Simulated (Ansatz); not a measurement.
PbI2⁺. Charge 1, multiplicity 2. Geometry PBE0-D4/def2-SVP; atoms count from 1.

Cartesian coordinates in Å:
```
Pb 0.7214 -1.1094 -0.8551
I 1.1211 1.1601 0.8924
I -1.8425 -0.0506 -0.0373
```

In the def2 sets I, Pb take a core potential; there is no spin–orbit coupling. The structure comes from a short search, and lower isomers may exist.

(1) Estimate the Mulliken populations from the PBE0/def2-TZVP orbitals of Ansatz.

(2) Where does the spin sit?

(3) And the Mayer bond orders between bonded heavy atoms (over 0.3)?

Answers

(1) 
```json
{"atom": "Pb1", "charge (e)": "0.87", "spin (α − β)": "-0.06"}
{"atom": "I2", "charge (e)": "0.07", "spin (α − β)": "0.53"}
{"atom": "I3", "charge (e)": "0.07", "spin (α − β)": "0.53"}
```
Mulliken values and Mayer orders depend strongly on the basis.

(2) Summed by element: Pb -0.06, I 1.06, of 1 unpaired in all. Largest on single atoms: I2 0.53, I3 0.53, Pb1 -0.06.

(3) Pb1–I2 0.92 (2.89 Å); Pb1–I3 0.92 (2.89 Å); I2–I3 0.51 (3.33 Å).
